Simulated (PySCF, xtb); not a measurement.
Si(Cl)(H)2(NHMe) (CH6ClNSi), SMILES CN[SiH2]Cl.

GFN2-xTB (xtb) at its own geometry gives an orbital gap of 5.44 eV and a dipole moment of 2.95 D.

Geometry: B3LYP-D3(BJ)/def2-SVP. The values are those of a single conformer.

Problem. What does PySCF with ωB97X/def2-TZVP give? (The exact figures need the calculation; the answer reports its results.)

Solution. gap 12.25 eV (levels -9.72 and 2.53 eV), dipole 2.22 D.
